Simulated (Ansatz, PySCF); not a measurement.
Potential energy curve for LiBr, singlet.

Methods: UHF/cc-pVDZ (Ansatz, a first-principles code); RHF/cc-pVDZ (Ansatz); UKS-PBE0 = Ansatz with unrestricted PBE0/cc-pVDZ; RKS-PBE0 = restricted PBE0/cc-pVDZ (Ansatz); UKS-BLYP = unrestricted BLYP/cc-pVDZ (Ansatz); RKS-BLYP = Ansatz with restricted BLYP/cc-pVDZ; UKS-PBE = unrestricted PBE/cc-pVDZ in Ansatz; RKS-PBE = restricted PBE/cc-pVDZ (Ansatz); UKS-B3LYP/6-31G* = unrestricted B3LYP/6-31G*, spherical d in PySCF; RKS-B3LYP/6-31G* = restricted B3LYP/6-31G*, spherical d (PySCF); UKS-M06-2X/6-31G* = unrestricted M06-2X/6-31G*, spherical d (PySCF); RKS-M06-2X/6-31G* = restricted M06-2X/6-31G*, spherical d (PySCF); UKS-B3LYP/3-21G = unrestricted B3LYP/3-21G run with PySCF; RKS-B3LYP/3-21G = restricted B3LYP/3-21G run with PySCF.

Scanned distances (Å): 1.77, 1.85, 1.97, 2.05, 2.09, 2.17, 2.26, 2.27, 2.38, 2.49, 2.67, 2.93, 3.27, 3.62, 3.91, 4.37, 4.68, 5.36, 5.85, 6.45, 7.48, 8.86.

**Question.** Where does the unrestricted solution first break spin symmetry (<S²> of 0.01 or more)?

**Answer.** UHF: between 4.37 and 4.68 Å; UKS-PBE0: between 3.91 and 4.37 Å; UKS-BLYP: between 3.91 and 4.37 Å; UKS-PBE: between 3.91 and 4.37 Å; UKS-B3LYP/6-31G*: between 3.91 and 4.37 Å; UKS-M06-2X/6-31G*: between 5.36 and 5.85 Å; UKS-B3LYP/3-21G: between 3.91 and 4.37 Å.

```
R / Å  <S²> UHF  E(RHF) − E(UHF) / kcal/mol  <S²> UKS-PBE0  E(RKS-PBE0) − E(UKS-PBE0) / kcal/mol  <S²> UKS-BLYP  E(RKS-BLYP) − E(UKS-BLYP) / kcal/mol  <S²> UKS-PBE  E(RKS-PBE) − E(UKS-PBE) / kcal/mol  <S²> UKS-B3LYP/6-31G*  E(RKS-B3LYP/6-31G*) − E(UKS-B3LYP/6-31G*) / kcal/mol  <S²> UKS-M06-2X/6-31G*  E(RKS-M06-2X/6-31G*) − E(UKS-M06-2X/6-31G*) / kcal/mol  <S²> UKS-B3LYP/3-21G  E(RKS-B3LYP/3-21G) − E(UKS-B3LYP/3-21G) / kcal/mol
-----  --------  --------------------------  -------------  ------------------------------------  -------------  ------------------------------------  ------------  ----------------------------------  ---------------------  ----------------------------------------------------  ----------------------  ------------------------------------------------------  --------------------  --------------------------------------------------
1.77       0.00                         0.0           0.00                                   0.0           0.00                                   0.0          0.00                                 0.0                   0.00                                                   0.0                    0.00                                                     0.0                  0.00                                                 0.0
1.85       0.00                         0.0           0.00                                   0.0           0.00                                   0.0          0.00                                 0.0                   0.00                                                   0.0                    0.00                                                     0.0                  0.00                                                 0.0
1.97       0.00                         0.0           0.00                                   0.0           0.00                                   0.0          0.00                                 0.0                   0.00                                                   0.0                    0.00                                                     0.0                  0.00                                                 0.0
2.05       0.00                         0.0           0.00                                   0.0           0.00                                   0.0          0.00                                 0.0                   0.00                                                   0.0                    0.00                                                     0.0                  0.00                                                 0.0
2.09       0.00                         0.0           0.00                                   0.0           0.00                                   0.0          0.00                                 0.0                   0.00                                                   0.0                    0.00                                                     0.0                  0.00                                                 0.0
2.17       0.00                         0.0           0.00                                   0.0           0.00                                   0.0          0.00                                 0.0                   0.00                                                   0.0                    0.00                                                     0.0                  0.00                                                 0.0
2.26       0.00                         0.0           0.00                                   0.0           0.00                                   0.0          0.00                                 0.0                   0.00                                                   0.0                    0.00                                                     0.0                  0.00                                                 0.0
2.27       0.00                         0.0           0.00                                   0.0           0.00                                   0.0          0.00                                 0.0                   0.00                                                   0.0                    0.00                                                     0.0                  0.00                                                 0.0
2.38       0.00                         0.0           0.00                                   0.0           0.00                                   0.0          0.00                                 0.0                   0.00                                                   0.0                    0.00                                                     0.0                  0.00                                                 0.0
2.49       0.00                         0.0           0.00                                   0.0           0.00                                   0.0          0.00                                 0.0                   0.00                                                   0.0                    0.00                                                     0.0                  0.00                                                 0.0
2.67       0.00                         0.0           0.00                                   0.0           0.00                                   0.0          0.00                                 0.0                   0.00                                                   0.0                    0.00                                                     0.0                  0.00                                                 0.0
2.93       0.00                         0.0           0.00                                   0.0           0.00                                   0.0          0.00                                 0.0                   0.00                                                   0.0                    0.00                                                     0.0                  0.00                                                 0.0
3.27       0.00                         0.0           0.00                                   0.0           0.00                                   0.0          0.00                                 0.0                   0.00                                                   0.0                    0.00                                                     0.0                  0.00                                                 0.0
3.62       0.00                         0.0           0.00                                   0.0           0.00                                   0.0          0.00                                 0.0                   0.00                                                   0.0                    0.00                                                     0.0                  0.00                                                 0.0
3.91       0.00                         0.0           0.00                                   0.0           0.00                                   0.0          0.00                                 0.0                   0.00                                                   0.0                    0.00                                                     0.0                  0.00                                                 0.0
4.37       0.00                         0.0           0.15                                   0.3           0.15                                   0.1          0.18                                 0.4                   0.08                                                   0.1                    0.00                                                     0.0                  0.22                                                 0.5
4.68       0.86                         1.2           0.28                                   1.3           0.29                                   0.7          0.29                                 1.1                   0.24                                                   0.7                    0.00                                                     0.0                  0.35                                                 1.5
5.36       0.98                        11.4           0.45                                   3.9           0.45                                   2.1          0.45                                 2.8                   0.40                                                   2.6                    0.00                                                     0.0                  0.51                                                 4.1
5.85       1.00                        17.7           0.51                                   5.5           0.51                                   2.9          0.51                                 3.8                   0.47                                                   3.8                    0.37                                                     0.7                  0.57                                                 5.6
6.45       1.01                        24.0           0.56                                   7.1           0.55                                   3.7          0.55                                 4.7                   0.52                                                   5.1                    0.48                                                     2.5                  0.61                                                 7.1
7.48       1.01                        32.1           0.61                                   9.1           0.60                                   4.5          0.59                                 5.7                   0.57                                                   6.5                    0.59                                                     5.2                  0.66                                                 8.9
8.86       1.01                        38.9           0.65                                  10.8           0.62                                   5.0          0.62                                 6.3                   0.61                                                   7.8                    0.69                                                     7.9                  0.69                                                10.3
```
